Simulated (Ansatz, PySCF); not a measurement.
Molecule: C$_{2}$HO, net charge 0, doublet state. It need not be the lowest isomer of its formula. 
Structure (B3LYP-D3(BJ)/def2-TZVP (Ansatz, a first-principles code) minimum search):
```xyz
4

C      1.4687    -0.1022    -0.1775
C      0.2013    -0.0129    -0.0178
O     -1.0660     0.1572     0.0754
H     -1.4922    -0.5665     0.5690
```
Charge 0, spin multiplicity 2.

Dipole moments at this geometry, in debye (magnitudes).

| level | program | dipole (D) |
|---|---|---|
| SVWN5/def2-TZVPD | Ansatz | 4.79 |
| PBE/def2-TZVPD | Ansatz | 4.69 |
| BLYP/def2-TZVPD | Ansatz | 4.65 |
| revPBE/def2-TZVPD | Ansatz | 4.66 |
| TPSS/def2-TZVPD | PySCF | 4.63 |
| M06-L/def2-TZVPD | PySCF | 4.67 |
| r2SCAN/def2-TZVPD | Ansatz | 4.69 |
| PBE0/def2-TZVPD | PySCF | 4.59 |
| BHLYP/def2-TZVPD | Ansatz | 4.46 |
| M06-2X/def2-TZVPD | PySCF | 4.46 |
| HSE06/def2-TZVPD | Ansatz | 4.59 |
| CAM-B3LYP/def2-TZVPD | Ansatz | 4.57 |
| LC-wPBE/def2-TZVPD | Ansatz | 4.60 |
| CCSD(T)/aug-cc-pVDZ | Ansatz | 4.54 |
